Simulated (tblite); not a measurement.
Run record: tight-binding relaxation, `[SiH3]CO[SiH][SiH2][AsH2]` [radical].

Computed with GFN2-xTB geometry optimisation, gas phase (tblite 0.8.0). Start geometry: from a force field or distance geometry. The command runs a driver script over a list of jobs; the input below is this job's line of settings and its coordinates in Å.

Command:
```bash
OMP_NUM_THREADS=1 python probes_run.py task.json out
```

Input:
```
{"job": {"kind": "relax", "xc": "GFN2-xTB", "basis": "xTB"}, "charge": 0, "multiplicity": 2}
Si    -2.796200     0.095000    -0.471400
C     -1.683300     0.432200     0.946800
O     -0.398000     0.685100     0.515400
Si     0.313400    -0.571300    -0.391900
Si     2.403500    -0.784400     0.412300
As     3.628500     0.906200    -0.610100
H     -2.873700    -1.333500    -0.736300
H     -4.136800     0.668100    -0.182200
H     -2.250900     0.809000    -1.642800
H     -2.083400     1.293600     1.515500
H     -1.750600    -0.440800     1.640700
H     -0.429300    -1.842900    -0.286800
H      3.020300    -2.048700     0.100500
H      2.460700    -0.586100     1.854900
H      2.686100     2.187800    -0.570900
H      3.882300     0.539500    -2.105000
```

Output:
```
step      E/eV     max force
  0    -511.61577    2.326
  1    -511.84566    1.565
  2    -512.06720    1.190
  3    -512.23364    1.176
  4    -512.38886    1.096
  5    -512.44224    0.703
  6    -512.49647    0.512
  7    -512.51561    0.402
  8    -512.53528    0.264
  9    -512.54386    0.219
... (107 lines left out)
117    -512.74613    0.018
118    -512.74622    0.022
119    -512.74632    0.025
120    -512.74640    0.026
121    -512.74646    0.016
122    -512.74649    0.016
123    -512.74652    0.015
124    -512.74654    0.010
125    -512.74656    0.010
126    -512.74658    0.009
```

«max force» is the largest atomic force in eV/Å.

Q: From which step on does the largest force stay under 0.1 eV/Å, and how much energy is left to gain from there?

A: From step 84 (0.073 eV/Å), 14.6 meV above the end.

Summary of the converged run: energy lowered by 26.1 kcal/mol over 126 steps; largest atomic force 0.009 eV/Å at the end.

Q: Where do the atoms end?

A: 0.850 Å rms from the input after alignment:
```
atom  x, y, z in Å
Si1   -2.6450    0.4275   -0.8175
C2    -1.5866    0.4614    0.7714
O3    -0.2648    0.0696    0.5281
Si4    0.3429   -1.4357    0.3033
Si5    2.5662   -0.8721    0.2961
As6    2.9577    1.3523   -0.2908
H7    -2.6648   -0.9467   -1.3196
H8    -3.9875    0.8777   -0.4475
H9    -2.0412    1.3218   -1.8031
H10   -1.5457    1.4739    1.1854
H11   -2.0229   -0.1854    1.5415
H12   -0.2538   -2.2607    1.3860
H13    3.2265   -1.8094   -0.6328
H14    3.2810   -1.1174    1.5700
H15    1.5114    1.6377   -0.5354
H16    3.1188    1.0144   -1.7465
```

On an Arm Neoverse V2 with one thread, no GPU, on a shared host, this took 0.98 s of wall time.
Labels such as C1 count atoms from 1, the log's own numbers from 0.
